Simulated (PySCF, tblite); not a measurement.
Isomers of C8H10NP. Method: GFN2-xTB as coded in tblite; computed harmonic values from a numerical Hessian at the method's own geometry, unscaled. This tight-binding method is rough: wavenumbers can miss measured ones by several per cent, in bad cases by 10 to 20. Modes of hydrogen on phosphorus can be 10 to 20 % off. One conformer each.

Electronic energies: PBE0/pcSseg-1 single points on the GFN2-xTB geometries (PySCF, gas phase).

| SMILES | electronic energy, lowest = 0 (kcal/mol) |
| --- | --- |
| C=C(C)Pc1ccncc1 | 36.8 |
| C#CCn1cpcc1CC | 67.3 |
| NP1Cc2ccccc2C1 | 0.0 |
| Cc1nccc(C2CC2)p1 | 40.3 |
| C=P1(c2ccncc2)CC1 | 83.3 |

How do GFN2-xTB zero-point energies change the relative energies?

| SMILES | ZPE (kcal/mol) | of it from modes above 1550 cm⁻¹ | electronic (kcal/mol) | with ZPE, lowest = 0 (kcal/mol) | lowest mode (cm⁻¹) | rings |
| --- | --- | --- | --- | --- | --- | --- |
| NP1Cc2ccccc2C1 | 99.2 | 48.8 | 0.0 | 0.0 | 70 | 2 |
| C=C(C)Pc1ccncc1 | 96.8 | 47.1 | 36.8 | 34.4 | 27 | 1 |
| Cc1nccc(C2CC2)p1 | 99.2 | 43.6 | 40.3 | 40.3 | 29 | 2 |
| C#CCn1cpcc1CC | 98.8 | 47.0 | 67.3 | 66.9 | 46 | 1 |
| C=P1(c2ccncc2)CC1 | 96.1 | 45.6 | 83.3 | 80.1 | 27 | 2 |

The zero-point energies span 3.1 kcal/mol, from `C=P1(c2ccncc2)CC1` to `Cc1nccc(C2CC2)p1`. The order is unchanged.

And how do the electronic energies of GFN2-xTB itself compare?

`NP1Cc2ccccc2C1` 0.0; `C=C(C)Pc1ccncc1` 39.7; `Cc1nccc(C2CC2)p1` 33.4; `C#CCn1cpcc1CC` 52.2; `C=P1(c2ccncc2)CC1` 84.0 kcal/mol, lowest = 0. Against the energies above, taken from the same isomer `NP1Cc2ccccc2C1`, the largest difference is 15.1 kcal/mol.

What do entropy and thermal enthalpy add at 298.15 K and 1 bar (rigid rotor, harmonic oscillator, one conformer each)?

```json
{"SMILES": "NP1Cc2ccccc2C1", "point group": "C1", "symmetry number": "1", "S (cal/(mol K))": "93.1", "H − H(0) (kcal/mol)": "6.38", "ZPE + H − H(0) − TS (kcal/mol)": "77.9"}
{"SMILES": "C=C(C)Pc1ccncc1", "point group": "C1", "symmetry number": "1", "S (cal/(mol K))": "103.5", "H − H(0) (kcal/mol)": "7.21", "ZPE + H − H(0) − TS (kcal/mol)": "73.1"}
{"SMILES": "Cc1nccc(C2CC2)p1", "point group": "C1", "symmetry number": "1", "S (cal/(mol K))": "100.7", "H − H(0) (kcal/mol)": "6.89", "ZPE + H − H(0) − TS (kcal/mol)": "76.1"}
{"SMILES": "C#CCn1cpcc1CC", "point group": "C1", "symmetry number": "1", "S (cal/(mol K))": "102.1", "H − H(0) (kcal/mol)": "7.31", "ZPE + H − H(0) − TS (kcal/mol)": "75.7"}
{"SMILES": "C=P1(c2ccncc2)CC1", "point group": "Cs", "symmetry number": "1", "S (cal/(mol K))": "101.0", "H − H(0) (kcal/mol)": "7.08", "ZPE + H − H(0) − TS (kcal/mol)": "73.0"}
```
